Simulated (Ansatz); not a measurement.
`C[CH](C)[SnH3]` + H₂ → `[SnH4]` + `CCC` at 700 K and 1 bar (hydrogenolysis of the Sn–C bond).

Calculated with Ansatz (gas phase, PBE0-D4/def2-TZVP geometries, no zero-point term in ΔE). CCSD(T)/CBS adds triple-zeta CCSD(T) − MP2 to the extrapolated MP2 energy (def2 sets, frozen cores). This one scheme is used for every species. Elements past krypton have def2 core potentials. For Sn outer-core shells are correlated without core-valence functions, which leaves a few kJ/mol of doubt a bond.

```tsv
species	CCSD(T)/CBS energy (Eh)	H − E (kJ/mol)	S (J/(mol·K))
`C[CH](C)[SnH3]`	-334.18096	385.8	492.2
H₂	-1.17544	46.8	155.3
`[SnH4]`	-216.39156	106.0	282.9
`CCC`	-118.98051	329.4	356.3
```

H − E and S are ideal-gas, rigid-rotor, harmonic terms from PBE0-D4/def2-TZVP. The MP2-based limit puts H₂ 0.8 mEh under its directly extrapolated value; such offsets cancel only in part. 1 Eh = 2625.50 kJ/mol, R = 8.31446 J/(mol·K).

**Question.** By hand: ΔE, ΔH, ΔS and ΔG.

**Answer.** ΔE = (-216.39156) + (-118.98051) − (-334.18096) − (-1.17544) = -0.01567 Eh = -41.1 kJ/mol. Δ(H − E) = 106.0 + 329.4 − 385.8 − 46.8 = 2.8, so ΔH = -38.3 kJ/mol. ΔS = 282.9 + 356.3 − 492.2 − 155.3 = -8.3 J/(mol·K). ΔG = -38.3 − 700 × (-8.3)/1000 = -32.5 kJ/mol.

**Question.** By hand: the equilibrium constant, and the temperature at which ΔG would vanish if ΔH and ΔS stayed fixed.

**Answer.** log₁₀ K = −ΔG/(RT ln 10) = 2.4. ΔG = 0 at ΔH/ΔS = 4614 K, far beyond where these terms or the molecules hold.

The number of gas molecules stays the same, so ΔS is small and ΔH decides. A doubt of 5 kJ/mol in ΔE shifts log₁₀ K by 0.4 here. These are equilibria of isolated gas molecules and say nothing of rates. Largest T1 diagnostic: 0.013 (customary marks: 0.02 for closed shells, 0.045 for open ones).
